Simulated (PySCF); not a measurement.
**Relaxation of triplet Ca2O**

Computed with UPBE0/[O def2-TZVP, Ca def2-TZVP], no relativity, density fitting, PySCF. A (50,194) grid was used.

A hand-made linear start, of D∞h symmetry, held to at least that symmetry:

Coordinates in bohr (charge 0 multiplicity 3):
```
O     0.0000    0.0000    0.0000
Ca    0.0000    0.0000    4.4220
Ca    0.0000    0.0000   -4.4220
```

Problem. What does it relax to?

Solution. It ends at D∞h with O–Ca 1.987 Å (×2); Ca–O–Ca 180.0°. A frequency run shows a minimum. Other isomers or separated fragments may lie lower.

Problem. How much energy is released, and in how many steps?

Solution. 132.4 kJ/mol in 5 steps.

The relaxation took roughly 30 core-seconds on a shared host.
